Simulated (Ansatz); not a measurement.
The pair A = CH4 (SMILES C) (first 5 atoms), B = SiH4 (SMILES [SiH4]); geometry from B3LYP-D3(BJ)/def2-TZVP.
(charge 0, multiplicity 1):
```json
[
 {"atom": "C", "x (Å)": "0.0492", "y (Å)": "-0.1182", "z (Å)": "-0.0804"},
 {"atom": "H", "x (Å)": "-0.1880", "y (Å)": "0.9047", "z (Å)": "0.2085"},
 {"atom": "H", "x (Å)": "1.0235", "y (Å)": "-0.3927", "z (Å)": "0.3216"},
 {"atom": "H", "x (Å)": "-0.7097", "y (Å)": "-0.7926", "z (Å)": "0.3138"},
 {"atom": "H", "x (Å)": "0.0712", "y (Å)": "-0.1924", "z (Å)": "-1.1668"},
 {"atom": "Si", "x (Å)": "-0.0487", "y (Å)": "0.1176", "z (Å)": "3.6789"},
 {"atom": "H", "x (Å)": "0.6574", "y (Å)": "1.2974", "z (Å)": "3.1320"},
 {"atom": "H", "x (Å)": "-0.0858", "y (Å)": "0.2077", "z (Å)": "5.1564"},
 {"atom": "H", "x (Å)": "0.6649", "y (Å)": "-1.1156", "z (Å)": "3.2794"},
 {"atom": "H", "x (Å)": "-1.4318", "y (Å)": "0.0813", "z (Å)": "3.1540"}
]
```

Cores are frozen in the correlated methods. MP2 and its Hartree–Fock in aug-cc-pV(Q+d)Z, aug-cc-pV(T+d)Z are density fitted.

Programs: Ansatz (a quantum-chemistry and plane-wave program). Each number belongs to the level named beside it.

The counterpoise-corrected interaction energy is E(AB) − E(A in the pair's basis) − E(B in the pair's basis). Total energies (hartree):

```csv
level,AB,A in the pair's basis,B in the pair's basis
HF/aug-cc-pV(T+d)Z,-331.4765662,-40.2135961,-291.2639020
MP2/aug-cc-pV(T+d)Z,-331.8252113,-40.4145127,-291.4095822
HF/aug-cc-pV(Q+d)Z,-331.4829182,-40.2162126,-291.2676336
MP2/aug-cc-pV(Q+d)Z,-331.8501424,-40.4273481,-291.4216099
MP2/aug-cc-pV(D+d)Z,-331.7412901,-40.3680385,-291.3723789
CCSD(T)/aug-cc-pV(D+d)Z,-331.8040029,-40.3958736,-291.4071901
```

### Question
Work out the counterpoise-corrected interaction energy at the basis-set limit: extrapolate the MP2 correlation part as X⁻³, take Hartree–Fock from the larger set, and add the CCSD(T) − MP2 difference of aug-cc-pV(D+d)Z.

### Answer

1. Differences (1 hartree = 627.509 kcal/mol): HF/aug-cc-pV(T+d)Z 0.585; MP2/aug-cc-pV(T+d)Z -0.701; HF/aug-cc-pV(Q+d)Z 0.582; MP2/aug-cc-pV(Q+d)Z -0.743; MP2/aug-cc-pV(D+d)Z -0.548; CCSD(T)/aug-cc-pV(D+d)Z -0.589.
2. Correlation parts, MP2 less HF: -1.285 in aug-cc-pV(T+d)Z (X = 3), -1.326 in aug-cc-pV(Q+d)Z (X = 4).
3. Limit (4³·(-1.326) − 3³·(-1.285))/(4³ − 3³) = -1.355; with HF/aug-cc-pV(Q+d)Z it gives -0.773.
4. CCSD(T) less MP2 in aug-cc-pV(D+d)Z: -0.042.
Result: -0.81 kcal/mol, against -0.70 at MP2/aug-cc-pV(T+d)Z. It is an estimate of this method's limit, not of the exact value.
